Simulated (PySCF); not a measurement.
C4H7Cl.

```xyz
12

C      2.3140     0.4942    -0.1689
C      1.0346    -0.2781     0.0538
C      0.2370    -0.8354    -1.1065
C     -0.2884     0.3248    -0.3134
Cl    -1.6924     0.0995     0.7534
H      2.5255     1.1690     0.6763
H      2.2555     1.1072    -1.0827
H      3.1731    -0.1874    -0.2813
H      1.0132    -0.8928     0.9600
H      0.5818    -0.6355    -2.1261
H     -0.2582    -1.7999    -0.9704
H     -0.3027     1.3159    -0.7740
```

Geometry optimised at B3LYP-D3(BJ)/def2-SVP.

The numbers are results of PBE/pcSseg-1 in PySCF, not measurements. Non-relativistic, no solvent.

Task: Give the absolute GIAO shielding of each atom: isotropic value and principal components (ppm). (The exact figures need the calculation; the answer reports its results.)

Result: 
```
atom  σ(iso)    σ11    σ22     σ33   span
----  ------  -----  -----  ------  -----
C1     160.2  143.7  152.3   184.5   40.8
C2     158.3  119.8  154.0   201.1   81.2
C3     160.0  131.2  150.6   198.2   67.0
C4     134.6   94.0  112.9   197.0  103.1
Cl5    771.0  556.4  667.7  1088.8  532.4
H6      29.5   24.9   27.2    36.2   11.4
H7      31.1   26.8   29.2    37.4   10.6
H8      29.7   25.1   27.0    36.9   11.8
H9      30.3   23.9   29.8    37.2   13.2
H10     30.7   25.5   27.7    38.8   13.3
H11     30.4   25.2   28.2    37.8   12.6
H12     28.7   21.4   28.8    35.9   14.5
```
